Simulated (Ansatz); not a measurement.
Coupled-cluster run, AlBrH$_{4}$O$_{2}$Si (`O[SiH](Br)[O][AlH2]`).

```yaml
crystal:
  periodic: [false, false, false]
  atoms:
    - {symbol: O, position_ang: [0.868766, 1.978835, -0.466857]}
    - {symbol: Si, position_ang: [0.924660, 0.368416, -0.699422]}
    - {symbol: Br, position_ang: [0.036324, -0.109246, -2.690884]}
    - {symbol: O, position_ang: [0.111126, -0.466259, 0.402965]}
    - {symbol: Al, position_ang: [-1.083762, -1.210457, 1.341498]}
    - {symbol: H, position_ang: [0.070756, 2.450877, -0.709917]}
    - {symbol: H, position_ang: [2.345455, -0.006354, -0.708021]}
    - {symbol: H, position_ang: [-0.703642, -2.564416, 2.052482]}
    - {symbol: H, position_ang: [-2.481186, -0.487596, 1.461156]}
basis:
  gaussian: {orbitals: def2-TZVPP}
correlation: {method: ccsd_t}
```

```sh
$ ansatz run in.yaml --threads 4 --pin off --events-out ev --progress --plain --max-ram 10444MiB
```

The program prints (abridged):

```
Functional definition: HF
1532 factors; integrals over basis functions are off by at most 1.2e-3 eV
mean field evaluation 1: about -88585.0329 eV, gradient 5.2e1 eV
mean field evaluation 2: about -88585.2970 eV, gradient 5.2e1 eV
mean field evaluation 4: about -88590.2061 eV, gradient 3.4e0 eV
mean field evaluation 8: about -88590.2734 eV, gradient 2.8e-1 eV
mean field -88590.27373430 eV, -3255.6325110912 hartree, gradient 5.6e-6 eV, S^2 0.000000; 0 other end points of the search recorded, 0 dependent functions left out
21 core orbitals not correlated: weight in the atoms' cores, before any rotation towards them, 1.000 or more for the frozen orbitals, at most 0.000 for the correlated occupied ones
reference -88590.27373430 eV, -3255.6325110912 hartree; 20, 20 occupied and 209, 209 virtual orbitals, 1532 factors
second order -25.63631910 eV of doubles, -0.00000000 eV of singles
cycle   1  -25.69421377 eV  change   -5.8e-2 eV  update   1.1e-1
cycle   2  -26.30794660 eV  change   -6.1e-1 eV  update   3.1e-2
cycle   3  -26.43714214 eV  change   -1.3e-1 eV  update   1.6e-2
cycle   4  -26.41684161 eV  change    2.0e-2 eV  update   3.5e-3
cycle   5  -26.41654228 eV  change    3.0e-4 eV  update   1.6e-3
cycle   6  -26.41755411 eV  change   -1.0e-3 eV  update   4.6e-4
cycle   7  -26.41722228 eV  change    3.3e-4 eV  update   1.8e-4
cycle   8  -26.41716816 eV  change    5.4e-5 eV  update   5.1e-5
cycle   9  -26.41719029 eV  change   -2.2e-5 eV  update   2.2e-5
perturbative correction -0.90587715 eV, -0.0332903713 hartree
Total energy: -88617.59680173 eV, -3256.6366152992 hartree
```

Hardware: 4 threads of an Arm Neoverse V1 on a shared host. Wall time 3.4 min, peak host memory 5.2 GiB.

MP2 recovers 93.8 % of the CCSD(T) correlation energy and the triples give 3.3 %; T1 = 0.0102.
